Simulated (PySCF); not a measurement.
Trifluoroacetyl chloride, C₂ClF₃O.
Numbering: `[O:1]=[C:2]([Cl:3])[C:4]([F:5])([F:6])[F:7]`

The same species was optimised twice, with GFN2-xTB and with PBE0-D3(BJ)/def2-SVP (PySCF), and the same property calculations (PySCF, gas phase) were run on both structures.

```
     coordinate  GFN2-xTB  PBE0-D3(BJ)/def2-SVP  change
     C2–Cl3 (Å)     1.724                 1.749  +0.025
      C4–F5 (Å)     1.335                 1.325  -0.010
      C4–F7 (Å)     1.328                 1.319  -0.009
      C2–C4 (Å)     1.555                 1.546  -0.009
      C4–F6 (Å)     1.335                 1.327  -0.008
      O1=C2 (Å)     1.181                 1.179  -0.002
   C2–C4–F6 (°)     111.1                 109.5    -1.6
   C2–C4–F7 (°)     111.1                 109.6    -1.5
   F5–C4–F7 (°)     107.9                 109.2    +1.3
   F6–C4–F7 (°)     107.9                 109.2    +1.3
   F5–C4–F6 (°)     107.6                 108.8    +1.2
  Cl3–C2–C4 (°)     110.5                 111.7    +1.2
   O1–C2–C4 (°)     124.6                 123.8    -0.8
   C2–C4–F5 (°)     111.1                 110.5    -0.6
O1–C2–C4–F5 (°)      -120                  -127      -7
```

Rotational constants: A = 3356, B = 1805, C = 1476 MHz (GFN2-xTB) against A = 3375, B = 1804, C = 1480 MHz (PBE0-D3(BJ)/def2-SVP).

On the GFN2-xTB structure: HOMO (eV) -9.68 [PBE0/pcSseg-1]; LUMO (eV) -2.40 [PBE0/pcSseg-1]; dipole (D) 0.86 [PBE0/pcSseg-1]; GIAO shielding of O1 (ppm) -275.2 [PBE0/pcSseg-1]; GIAO shielding of C2 (ppm) 15.9 [PBE0/pcSseg-1]; GIAO shielding of Cl3 (ppm) 512.9 [PBE0/pcSseg-1]; GIAO shielding of C4 (ppm) 63.3 [PBE0/pcSseg-1]; GIAO shielding of F5/F6/F7 (mean) (ppm) 258.8 [PBE0/pcSseg-1].

Q: What do these properties become on the PBE0-D3(BJ)/def2-SVP structure?

A: 
```tsv
property	level	on GFN2-xTB	on PBE0-D3(BJ)/def2-SVP	change
HOMO (eV)	PBE0/pcSseg-1	-9.68	-9.62	+0.06
LUMO (eV)	PBE0/pcSseg-1	-2.40	-2.31	+0.09
dipole (D)	PBE0/pcSseg-1	0.86	0.79	-0.07
energy, GFN2-xTB geometry as zero (kcal/mol)	PBE0/pcSseg-1	0.0	-0.6	-0.6
GIAO shielding of O1 (ppm)	PBE0/pcSseg-1	-275.2	-272.3	+2.9
GIAO shielding of C2 (ppm)	PBE0/pcSseg-1	15.9	14.6	-1.3
GIAO shielding of Cl3 (ppm)	PBE0/pcSseg-1	512.9	506.3	-6.6
GIAO shielding of C4 (ppm)	PBE0/pcSseg-1	63.3	65.6	+2.3
GIAO shielding of F5/F6/F7 (mean) (ppm)	PBE0/pcSseg-1	258.8	265.4	+6.6
```

The heavy atoms differ by 0.063 Å rms after alignment. Among bonds between heavy atoms C2–Cl3 changes most (+0.025 Å). Changes are differences of the printed values. Neither structure is proved a minimum here.

The values belong to the conformer `[O:1]=[C:2]([Cl:3])[C:4]([F:5])([F:6])[F:7]`: O1–C2–C4–F5 -127°.
